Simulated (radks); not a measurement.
Values are calculated unless marked as measured or tabulated.
Question: The mean radii <r> (bohr) of the occupied orbitals of an atom or ion are listed with their occupations. Code: a radial shooting solver on a logarithmic mesh with Libxc functionals. Model: scalar-relativistic Kohn-Sham, PBE, spin-polarised, spherical densities, finite nucleus; Fermi nuclear charge, rms radius of each element as measured or else 0.836 A^(1/3) + 0.57 fm.

| orbital | occ. | <r> |
|---|---|---|
| 1s | 2 | 0.08102 |
| 2s | 2 | 0.3845 |
| 2p | 6 | 0.3464 |
| 3s | 2 | 1.084 |

Name the element and its charge. Open shells, if any, are filled with parallel spins first.

Answer: Z = 19, potassium, charge +7: K7+ in [Ne] 3s2. The 1s radius gives Z: for a bare nucleus <r> = (2 gamma + 1)/(2Z) with gamma = sqrt(1 - (Z/c)^2), 0.07844 bohr for Z = 19, and screening makes it slightly larger (0.08102 here). The occupations add up to 12, and the charge is Z minus that.
